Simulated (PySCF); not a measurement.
B3LYP has the VWN-RPA correlation part, as in Gaussian. Delta-SCF ions had no search for a lower state. Excitations are Tamm–Dancoff values on a coarser integration grid. The basis has no diffuse functions, so Rydberg states are missing or too high.

H$_{5}$NS$_{3}$Si, SMILES `N[Si](S)(S)S` (charge 0, multiplicity 1)

Method: B3LYP-D3(BJ)/def2-TZVP (PySCF).

- HOMO = -7.12 eV
- dipole moment = 1.94 D
- LUMO = -0.26 eV
- HOMO–LUMO gap = 6.85 eV
- S1 excitation (TDA) = 5.78 eV
- S1 oscillator strength = 0.009
- T1 excitation (TDA) = 5.34 eV
- S1–T1 gap (TDA) = 0.43 eV
- vertical ionisation energy (Delta-SCF) = 9.07 eV
- total energy = -41963.55 eV
- cost = very roughly 2.6 core-minutes

```xyz
10

N     -0.9354    -0.9633    -0.7923
Si     0.0688     0.1746    -0.0126
S      2.1713     0.2393    -0.4643
S     -0.7016     2.0531    -0.6814
S     -0.0150    -0.2416     2.0853
H     -1.0956    -0.9051    -1.7867
H     -0.9695    -1.9136    -0.4580
H      2.4759    -0.8554     0.2558
H      0.3567     2.7659    -0.2600
H     -1.3555    -0.3538     2.1142
```
Charge 0, spin multiplicity 1.
